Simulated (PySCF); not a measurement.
**Stretching SnI**

Set-up: PySCF, spin-free X2C with a Gaussian nucleus, basis sets Sn x2c-TZVPPall, I x2c-TZVPPall. Energies in eV from Sn + I in their ground configurations at the same level. State: ²Π (doublet), unpaired electrons π ↑.

```csv
R (Å),UHF-CCSD(T)
2.453,-2.425
2.562,-2.735
2.644,-2.841
2.726,-2.868
2.808,-2.837
2.917,-2.732
3.053,-2.533
3.217,-2.241
```

Q: Put a parabola through the three lowest points of the UHF-CCSD(T) curve and estimate Re, k and ωe (reduced mass 61.65 u; 1 eV/Å² = 0.16022 mdyn/Å; ωe = 1302.8·√(k/μ) cm⁻¹).

A: Through R = 2.644, 2.726, 2.808 Å the second-order coefficient is 4.31 eV/Å², so Re ≈ 2.723 Å, k ≈ 1.38 mdyn/Å and ωe ≈ 195 cm⁻¹. A polynomial fit of higher order to the unrounded UHF-CCSD(T) energies gives Re = 2.720 Å, k = 1.42 mdyn/Å, ωe = 198 cm⁻¹; anharmonicity and rounding make the difference.

The higher-order fit for each curve: UHF-CCSD(T): Re = 2.720 Å, ωe = 198 cm⁻¹, De = 2.87 eV.

Correlated steps freeze 36 core orbitals. These are scalar-relativistic numbers at best; spin–orbit coupling would shift them, the dissociation energy most. The state is the lowest determinant that a PBE0 search found; another state may lie lower at other levels.
